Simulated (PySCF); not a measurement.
I (iodine, neutral) across methods

[Kr] 4d10 5s1 5p6, 2S determinant (an excited configuration). All numbers are calculated (PySCF 2.14, a scalar-relativistic core potential, in aug-cc-pVQZ-PP with ECP28MDF (7s7p5d3f2g, 92 functions)).

```csv
method,E (hartree),mean ε 5s α (eV),mean ε 5p α (eV),mean ε 5p β (eV),Σ⟨r²⟩ (bohr²),⟨S²⟩
r2SCAN0,-295.3629,-21.424,-9.550,-8.240,61.08,0.761
LDA,-294.8809,-18.806,-8.028,-7.477,61.02,0.752
B3LYP,-295.3809,-20.349,-8.918,-7.983,61.36,0.754
r2SCAN,-295.4049,-19.448,-8.361,-7.461,60.91,0.758
r2SCANh,-295.3880,-20.238,-8.836,-7.774,60.98,0.759
PBE,-295.2859,-18.586,-7.921,-7.294,61.15,0.752
BP86,-295.4337,-18.705,-8.011,-7.418,60.99,0.752
UHF,-294.19461,-26.615,-12.459,-9.571,62.65,0.783
```

Q: Estimate the same row for PBE0.

A: E (hartree) = -295.2913; mean ε 5s α (eV) = -20.793; mean ε 5p α (eV) = -9.241; mean ε 5p β (eV) = -8.145; Σ⟨r²⟩ (bohr²) = 61.14; ⟨S²⟩ = 0.755.

Energies and moments cover only the electrons outside the core potential.
